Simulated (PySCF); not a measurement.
# Broadened absorption spectrum of C3H6F2O2S

Species: C3H6F2O2S.
Z-matrix (Å and degrees, GFN2-xTB geometry), rows numbered from 1:
```
C 
O   1  1.4095
S   2  1.6652  1  115.21
O   3  1.4445  2  108.04  1   -54.85
C   3  1.9048  2   90.17  1  -159.45
C   5  1.5006  3  111.78  2    66.99
F   5  1.3544  3  108.29  2   -58.82
F   5  1.3634  3  104.84  2  -171.01
H   1  1.0891  2  106.79  3   164.00
H   1  1.0929  2  111.09  3   -76.55
H   1  1.0935  2  110.14  3    45.01
H   6  1.0881  5  110.76  3   166.77
H   6  1.0868  5  108.68  3   -72.58
H   6  1.0885  5  108.14  3    46.57
```

Level of theory: PySCF, TDDFT PBE0/def2-SVPD, vertical, gas phase, core orbitals frozen in the response.

Computed states:

```csv
state,E (eV),f
S1,5.41,0.052
S2,6.23,0.022
S3,6.72,0.0027
S4,7.24,0.025
S5,7.38,0.032
S6,7.63,0.068
S7,7.74,0.0060
S8,7.77,0.021
```

Each state is given a Gaussian of 0.5 eV full width at half maximum, with ε(max) = 2.175×10⁸ f / Δν̃ (Δν̃ the width in cm⁻¹). The width is an assumption, not a result. The curve ends short of the highest state used, and states not computed would add to its high-energy end.

(1) What does the envelope look like, and where are its maxima?

(2) Does any computed singlet lie in the visible range?

(3) Coming from long wavelengths, where does ε first pass 100 L mol⁻¹ cm⁻¹?

(4) On this curve, what absorbance would a 10⁻⁴ mol/L sample give at 266 nm over a 1 cm path?

Answers

(1) 
```
E (eV)  ε (L mol⁻¹ cm⁻¹)
  4.66                 6
  4.76                28
  4.87               117
  4.98               377
  5.09               929
  5.20              1752
  5.31              2527
  5.42              2787
  5.53              2354
  5.64              1539
  5.75               839
  5.86               543
  5.97               644
  6.08               943
  6.19              1168
  6.30              1133
  6.41               867
  6.51               581
  6.62               366
  6.73               309
  6.84               442
  6.95               853
  7.06              1621
  7.17              2685
```

Maxima: 229 nm (5.41 eV), ε about 2800, made up of S1 (100%); 199 nm (6.23 eV), ε about 1200, made up of S2 (99%) (ε in L mol⁻¹ cm⁻¹; maxima over ε = 5, shares over 10%). At its high-energy end, 7.17 eV, the curve is still rising (ε about 2700, from S4, S5 and S6).

(2) No computed singlet lies in the visible range (380 to 750 nm); the lowest, at 229 nm, stands 2.14 eV above its violet end (3.26 eV).

(3) At about 255 nm (4.86 eV), 0.55 eV below S1.

(4) 266 nm is 4.661 eV, where ε is about 6 L mol⁻¹ cm⁻¹, so A = ε c l ≈ 0.0006 (Beer–Lambert, with the gas-phase spectrum and the assumed width).

One conformer stands for the species.
